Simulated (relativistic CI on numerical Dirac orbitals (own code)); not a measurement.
# How well does a small relativistic CI reproduce Re3+?

Computed by Dirac-Coulomb-Breit CI, KLI orbitals optimised for each configuration, a model potential for QED, valence Slater integrals scaled by 0.85, configuration energies shifted to the measured levels that pair with them (semi-empirical) (own radial code, finite nucleus).

CI space (outside the closed core [Kr] 4d10 4f14 5s2): 5p6 5d4, 5p6 5d3 6s, 5p6 5d3 6p, 5p6 5d2 6s2, 5p6 5d3 5f, 5p6 5d3 5g, 5p6 5d2 6s 6p, 5p6 5d3 6d, 5p6 5d3 7s, 5p6 5d2 5f2, 5p6 5d3 7p, 5p5 5d5, 5p6 5d2 6p2, 5p6 5d3 7d, 5p6 5d3 6f, 5p6 5d2 6s 7s, 5p6 5d2 5g2, 5p6 5d2 5f 6s, 5p6 5d3 7f, 5p6 5d2 5g 6s, 5p6 5d2 6p 7s, 5p6 5d2 5f 6p, 5p4 5d6. Levels of other configurations are missing.

```tsv
Configuration	Term (tabulated)	J	Measured (cm⁻¹)	Computed	Error	Purity (%)
5p6 5d4	5D	0	0.0	0	0	66
5p6 5d4	5D	1	3084.1	2861	-223	84
5p6 5d4	5D	2	5978.7	5577	-402	92
5p6 5d4	5D	3	8350.2	7838	-512	90
5p6 5d4	5D	4	10121.1	9599	-522	78
5p6 5d4	3P	1	19339.9	17972	-1368	77
5p6 5d4	3F	2	19850.5	19185	-665	73
5p6 5d4	3H	5	20929.5	21144	214	77
5p6 5d4	3H	6	22895.9	23151	255	80
5p6 5d4	3D	3	28526.3	27911	-615	67
5p6 5d4	3G	5	30051.7	29568	-484	75
5p6 5d4	3D	1	31542.7	30634	-909	88
5p6 5d4	1I	6	32395.8	32551	155	81
5p6 5d4	1S	0	36484.4	34330	-2154	78
5p6 5d4	1F	3	38457.7	37698	-760	66
5p6 5d3 6s	5F	1	39117.8	39539	421	91
5p6 5d3 6s	5F	2	41099.6	41455	355	90
5p6 5d3 6s	5F	3	44328.5	44190	-138	85
5p6 5d4	3P	1	45947.3	44274	-1673	87
5p6 5d3 6s	5F	4	47703.2	47294	-409	72
5p6 5d3 6s	5F	5	50820.8	50392	-429	85
5p6 5d3 6s	5P	1	53222.2	53568	346	81
5p6 5d3 6s	3F	2	55502.7	55661	159	60
5p6 5d3 6s	5P	3	58757.8	58762	4	67
5p6 5d3 6s	3P	0	61519.1	61881	362	93
5p6 5d3 6s	3P	1	66323.8	66320	-4	59
5p6 5d3 6s	3H	6	67802.2	67372	-430	99
5p6 5d3 6s	3P	0	72990.9	72676	-315	72
5p6 5d3 6s	1H	5	74604.6	74136	-468	85
5p6 5d3 6s	3F	2	75318.4	75484	166	55
5p6 5d3 6s	3F	3	75421.4	75662	241	88
5p6 5d3 6s	3P	2	76798.5	76747	-51	60
5p6 5d3 6s	1D	2	78474.9	78312	-163	67
5p6 5d3 6s	1F	3	83520.8	83979	458	80
5p6 5d3 6p	5G°	2	95642.8	96266	623	71
5p6 5d3 6p	5G°	3	101184.1	101184	0	80
5p6 5d3 6p	5G°	4	105653.0	105475	-178	64
```

Measured levels from measured levels as listed in Brasseur, Gamrath and Quinet, At. Data Nucl. Data Tables 157, 101636 (2024); pairs were made by configuration, J and term (by order where the table uses no LS term), so strongly mixed levels may be paired wrongly.

Mean error by configuration (cm⁻¹): 5p6 5d4 -644; 5p6 5d3 6s 6; 5p6 5d3 6p 148. Over the excited levels the mean absolute error is 462 cm⁻¹ (36 of the 69 excited levels that our extract of the source holds in range could be paired, and the others can miss by more), and the median relative error of those above 1,000 cm⁻¹ is 0.75 %, both after the shifts were fitted to these levels, so that a configuration with one level shows no error. Some levels of the ground configuration have no partner.

Configurations whose levels could be paired with our table of measured levels were shifted onto them, all but the ground configuration, by the median error of their levels; single terms can still be off by 1,000 to 2,000 cm⁻¹ or more, and rates follow the energies as ν³ (E1, M1) or ν⁵ (E2). The others borrow a shift and can be off by several thousand cm⁻¹ or more. The fine structure of a lone outer electron comes out too small, for d and f at times inverted, and misplaced configurations move strength between like terms. 36 of the 69 excited levels that our extract of the measured tables holds in this range could be paired (the sources list more); they are missed by 462 cm⁻¹ on average and 2154 at most, after the shifts were fitted to these levels, and levels without a partner can miss by more. Some levels of the ground configuration have no partner and can miss by 10 % or more.

Shifts applied (cm⁻¹): 5p6 5d4 0; 5p6 5d3 6s -7537; 5p6 5d3 6p -6629.
